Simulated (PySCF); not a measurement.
A calculated (UHF, PySCF 2.14, aug-cc-pVDZ-DK, scalar relativity by spin-free X2C-1e) atom or ion has these occupied shells.

| shell | electrons | orbital energy (eV) | rms radius, mean of both spins (bohr) |
| --- | --- | --- | --- |
| 1s α | 1 | -9738.7 | 0.0580 |
| 1s β | 1 | -9738.6 | 0.0580 |
| 2s α | 1 | -1242.8 | 0.244 |
| 2s β | 1 | -1242.7 | 0.244 |
| 2p β | 3 | -1074.3 | 0.219 |
| 2p α | 3 | -1074.3 | 0.219 |
| 3s α | 1 | -167.25 | 0.732 |
| 3s β | 1 | -166.98 | 0.732 |
| 3p α | 3 | -114.93 | 0.777 |
| 3p β | 3 | -114.92 | 0.777 |
| 3d α | 5 | -30.190 | 0.998 |
| 3d β | 5 | -30.158 | 0.998 |
| 4s α | 1 | -16.966 | 2.71 |

(1) Name the element and its charge.

Results:

(1) Zn⁺ (zinc, charge +1), in [Ar] 3d10 4s1, 2S determinant.
